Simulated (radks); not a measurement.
Values are calculated unless marked as measured or tabulated.
Initial-state core-level shifts of neutral lanthanum when its valence configuration changes from [Xe] 5d1 6s2. Code: a radial shooting solver on a logarithmic mesh with Libxc functionals. Model: Dirac Kohn-Sham, PBE, spin-unpolarised, spherical densities, finite nucleus; open shells fill j = l - 1/2 first; Fermi nuclear charge, rms radius 4.855 fm. Shifts are changes of the shell-averaged eigenvalues in eV (positive: less bound); the change of the density at the nucleus, which sets a Mossbauer isomer shift, is in e/bohr^3, on a base of 3.517e+05.

valence	1s	4p	4d	5s	density at nucleus
4f2 5d1	+5.560	+6.661	+6.256	+2.525	-54.15
4f2 5d0.5 6s0.5	+5.699	+6.853	+6.415	+2.440	-47.37
5d2 6s1	+1.671	+1.726	+1.732	+1.648	-19.84
5d2.5 6s0.5	+2.349	+2.433	+2.442	+2.337	-28.07
5d1.5 6s1.5	+0.884	+0.912	+0.914	+0.865	-10.53
5d3	+2.912	+3.023	+3.035	+2.918	-35.36
5d1 6s1.5 6p0.5	-0.516	-0.515	-0.513	-0.509	-7.09
6s2 6p1	-3.033	-3.080	-3.081	-2.902	+9.57
